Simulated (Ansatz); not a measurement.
Relaxation of BFGeH$_{4}$ (7 atoms, charge 0, multiplicity 1), to a largest force component of 0.02 eV/Å in at most 40 steps.

These are results of RHF/def2-SVP (Ansatz), not measurements.

```xyz
7
Properties=species:S:1:pos:R:3:forces:R:3
F -1.624 -1.472 0.587 3.19 0.57 -1.01
B -0.319 -1.141 0.174 -2.48 -1.96 1.00
Ge 0.226 0.771 -0.155 1.18 1.16 0.43
H 0.533 -2.008 0.029 -0.87 0.00 0.21
H 1.754 0.789 -0.575 -0.75 0.04 0.21
H 0.069 1.603 1.161 0.04 -0.16 -0.45
H -0.578 1.390 -1.266 -0.32 0.35 -0.39
```

Question: Where does it end, and by what steps?

Answer: The forces met the threshold. After 7 steps the energy has fallen by 0.317 eV; H4 moved furthest, 0.19 Å.

| step | energy less start (eV) | largest force component (eV/Å) | accepted |
| --- | --- | --- | --- |
| 0 | 0.0000 | 3.187 | yes |
| 1 | -0.2590 | 1.668 | yes |
| 2 | -0.2704 | 1.395 | yes |
| 3 | -0.2488 | 1.284 | no |
| 4 | -0.3113 | 0.551 | yes |
| 5 | -0.3161 | 0.152 | yes |
| 6 | -0.3172 | 0.033 | yes |
| 7 | -0.3173 | 0.002 | yes |

```xyz
7
Properties=species:S:1:pos:R:3
F -1.555 -1.459 0.508
B -0.306 -1.203 0.188
Ge 0.266 0.796 -0.152
H 0.438 -2.144 0.115
H 1.734 0.891 -0.595
H 0.096 1.623 1.134
H -0.612 1.429 -1.244
```

Time of the run: 6.9 s on 1 CPU thread of a shared host.
